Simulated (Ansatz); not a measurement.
Consider the formal exchange of groups at the Si–C bond: `C/C(Cl)=C(\F)[SiH3]` + `C/C=N/C` → `C/C=N\[SiH3]` + `C/C(F)=C(/C)Cl`.

Calculated with Ansatz (gas phase, PBE0-D4/def2-TZVP geometries, no zero-point term in ΔE). CBS: MP2 limit from def2 TZ/QZ plus the TZ coupled-cluster correction, frozen cores. Double bonds are as drawn, so ΔE can hold a change between cis and trans. DFT in def2-TZVPP.

`C/C(Cl)=C(\F)[SiH3]`:

Z-matrix (Å, degrees):
```
C
C 1 1.482
H 1 1.089 2 110.2
H 1 1.093 2 110.5 3 -120.6
H 1 1.093 2 110.5 3 120.6
Cl 2 1.731 1 116.1 3 -180.0
C 2 1.332 1 127.1 3 0.0
F 7 1.355 2 117.4 1 0.0
Si 7 1.881 2 126.7 1 -180.0
H 9 1.484 7 110.4 2 -60.8
H 9 1.483 7 106.5 2 179.8
H 9 1.484 7 110.4 2 60.4
```

`C/C=N/C`:

```xyz
11

C     0.835    1.382    0.915
C    -0.041    0.460    0.143
N     0.287   -0.728   -0.115
C    -0.633   -1.537   -0.868
H     1.069    2.272    0.323
H     0.322    1.730    1.817
H     1.760    0.880    1.195
H    -1.006    0.870   -0.199
H    -0.897   -2.423   -0.285
H    -1.556   -1.010   -1.150
H    -0.139   -1.895   -1.776
```

`C/C=N\[SiH3]`:

Z-matrix (Å, degrees):
```
C
C 1 1.495
H 1 1.095 2 109.6
H 1 1.095 2 109.6 3 116.4
H 1 1.090 2 112.5 3 -121.8
N 2 1.258 1 128.7 3 121.7
H 2 1.101 1 113.8 3 -58.3
Si 6 1.729 2 132.5 1 0.0
H 8 1.484 6 107.0 2 -121.3
H 8 1.495 6 116.9 2 -0.0
H 8 1.484 6 107.1 2 121.2
```

`C/C(F)=C(/C)Cl`:

Cartesian coordinates in Å:
```
C -1.146 1.447 -0.669
C -0.579 0.153 -0.241
F -1.454 -0.865 -0.396
C 0.619 -0.144 0.254
C 1.079 -1.499 0.652
Cl 1.781 1.121 0.475
H -2.041 1.674 -0.083
H -1.445 1.395 -1.720
H -0.426 2.251 -0.543
H 1.356 -1.514 1.710
H 1.963 -1.788 0.077
H 0.293 -2.233 0.483
```

```
  level  ΔE (eV)
PBE0-D4    -0.73
ωB97M-V    -0.74
 r2SCAN    -0.75
   PBE0    -0.72
```

Q: What does CCSD(T)/CBS give? (Estimate.)

A: The calculation gave: -0.74 eV. The listed levels differ from it by 0.01, 0.00, -0.01, 0.02 eV.

Largest T1 diagnostic among the species: 0.013.

From PBE to PBE0 (25 % exact exchange), in def2-TZVPP and without D4, ΔE moves by −0.06 eV. In def2-TZVPP, CCSD(T) changes the Hartree–Fock value by +0.12 eV (the triples alone add +0.02 eV) and MP2 by +0.08 eV.
